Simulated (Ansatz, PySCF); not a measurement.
This triplet is an excited state, 1.86 eV above the relaxed singlet at the level frozen-core CCSD(T)/cc-pVTZ // PBE0-D3(BJ)/def2-SVP (Ansatz, a quantum-chemistry and plane-wave program).

Cartesian coordinates (Å):
SMILES: C[Si]O
```xyz
7

C     -1.0338    -0.0594     0.0048
Si     0.5971     0.9154    -0.0360
O      2.0032     0.0855     0.3709
H     -1.8611     0.6338    -0.2084
H     -1.0366    -0.8596    -0.7514
H     -1.1869    -0.4959     1.0040
H      2.5181    -0.2198    -0.3838
```
Charge 0, spin multiplicity 3.

Task: What is the computed dipole moment, highest occupied spin orbital and total energy (ωB97X-D3(BJ)/def2-TZVP // PBE0-D3(BJ)/def2-SVP run with PySCF 2.14.0)?

Result: 
| Property | Value |
|---|---|
| dipole moment | 1.59 D |
| highest occupied spin orbital | -6.69 eV |
| total energy | -405.2769 Ha |
